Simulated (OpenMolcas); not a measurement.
3d2 along the 20-electron sequence

- Program: OpenMolcas 26.06
- Method: SS-CASPT2, IPEA 0.25 Eh, imaginary shift 0.1 Eh
- Basis: ANO-RCC-VTZP
- Scalar Hamiltonian: DKH2, point nucleus
- Spin-orbit coupling: state interaction with AMFI integrals over the reference wave functions, term energies averaged over their components

Active space for each ion: 2 electrons in 10 orbitals (3d 4d); closed shells correlated by CASPT2: 3s 3p.

Computed levels in cm-1 above 3F2:

| Level | Cr4+ | Mn5+ | Co7+ |
| --- | --- | --- | --- |
| 3F3 | 511 | 760 | 1385 |
| 3F4 | 1162 | 1716 | 3090 |
| 1D2 | 13250 | 15600 | 19530 |
| 3P0 | 16290 | 18750 | 22670 |
| 3P1 | 16470 | 19020 | 23180 |
| 3P2 | 16850 | 19610 | 24380 |
| 1G4 | 22710 | 26430 | 32790 |
| 1S0 | 52650 | 61220 | 76790 |
| weight of 3F in the lowest level (%) | 100 | 100 | 100 |

Measured, with the error of the calculation in %. Measured levels: Cr4+ from Sugar and Corliss, J. Phys. Chem. Ref. Data 6, 317 (1977); Mn5+ from Corliss and Sugar, J. Phys. Chem. Ref. Data 6, 1253 (1977); Co7+ from Sugar and Corliss, J. Phys. Chem. Ref. Data 10, 1097 (1981).

| Level | Cr4+ | Mn5+ | Co7+ |
| --- | --- | --- | --- |
| 3F3 | 508 (+0.6) | 746 (+1.8) | 1430 (-3.1) |
| 3F4 | 1142 (+1.8) | 1669 (+2.8) | 3144 (-1.8) |
| 1D2 | 13188 (+0.5) | 15336 (+1.7) | 19624 (-0.5) |
| 3P0 | 15492 (+5.2) | 17782 (+5.4) | 22304 (+1.7) |
| 3P1 | 15677 (+5.1) | 18057 (+5.3) | 22839 (+1.5) |
| 3P2 | 16041 (+5.1) | 18628 (+5.3) | 24055 (+1.4) |
| 1G4 | 22019 (+3.1) | 25511 (+3.6) | 32360 (+1.3) |
| 1S0 | 51146 (+2.9) |  | 74247 (+3.4) |

The fine-structure level 3F4 changes by a factor of 2.66 from Cr4+ to Co7+. Its fourth root runs 5.84, 6.44, 7.46, with steps per unit of Z of 0.60, 0.51; equal steps would mean a (Z - σ)^4 law with constant σ.

1D2 changes by a factor of 1.47 over the same range, with steps per unit of Z of +2350, +1960 cm-1.

Term energies are means over components that CASPT2 splits; among the terms shown or strongly mixed into the levels shown the widest spread is 770 cm-1 (3d2 1G, Cr4+). Active for correlation alone: 4d; no level in the range computed is led by a configuration that fills it, so any true level of that kind is missing. Computed and measured levels are paired by configuration, term and J; levels that our copy of the source lacks, or whose pairing is in doubt (as where it misses far off the trend of its configuration), stay unpaired and out of the deviations. Levels of configurations outside the active space are missing.
